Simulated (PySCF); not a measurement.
# Structure from 2D NMR

Compound of formula C$_{6}$H$_{7}$FN$_{2}$Si. Correlations simulated from computed shifts and the bond graph:

HSQC (one-bond C–H):
```
  δH     δC
8.80  150.8
8.73  148.3
7.70  133.0
7.34  140.0
6.18  133.0
```

COSY cross peaks (H two or three bonds apart, from the bond graph; peaks can be absent where the dihedral angle is near 90°):
```
  δH    δH
8.80  8.73
7.70  7.34
7.70  6.18
7.34  6.18
```

HMBC (two and three bonds, from the bond graph):
```
  δH                   δC
8.80         161.1, 148.3
8.73         160.5, 150.8
7.70         161.1, 140.0
7.34  161.1, 160.5, 133.0
6.18         161.1, 140.0
5.68         161.1, 160.5
```

Carbons without hydrogens: δ 161.1, 160.5.

[PySCF: PBE0/pcSseg-1 with gauge-including orbitals; GFN2-xTB structure; one conformer; non-relativistic Hamiltonian; rapidly exchanging positions averaged; gas phase]

References, each an isolated molecule treated in the same way: $^{1}$H and $^{13}$C against TMS.

Exchangeable hydrogens are left out of these lists.

Task: Assemble the structure.

Result: SMILES [SiH2](c1c(C=C)nccn1)F.

Atom-mapped SMILES (the numbers label the heavy atoms): `[CH2:1]=[CH:2][c:3]1[n:4][cH:5][cH:6][n:7][c:8]1[SiH2:9][F:10]`; H(Xn) means a hydrogen on atom n. Ha(C1) is cis to C3; Hb(C1) is trans to C3.

δC 161.1 is C3, a substituted aromatic carbon next to a ring nitrogen. δC 160.5 is C8, a substituted aromatic carbon next to a ring nitrogen. δC 150.8 is C5, an aromatic CH next to a ring nitrogen (δH 8.80). δC 148.3 is C6, an aromatic CH next to a ring nitrogen (δH 8.73). δC 140.0 is C2, an alkene CH (δH 7.34). δC 133.0 is C1, a terminal =CH2 carbon (δH 7.70, 6.18). HMBC from δH 8.80 reaches the proton-free carbon C3. HMBC from δH 8.73 reaches the proton-free carbon C8. HMBC from δH 7.70 reaches the proton-free carbon C3. HMBC from δH 7.34 reaches the proton-free carbons C3, C8. COSY links 8.80–8.73, 7.70–7.34, 7.70–6.18, 7.34–6.18.

This is the structure that produced the data.

Shifts are as computed. Against solution values, carbons near 30 ppm lie about +3 ppm off and those near 130 ppm about +5 ppm. Of 1309 compounds with measured shifts, 239 miss one by over three times the rms of a fit or turn the order of signals round; such compounds aren't used in these exercises.
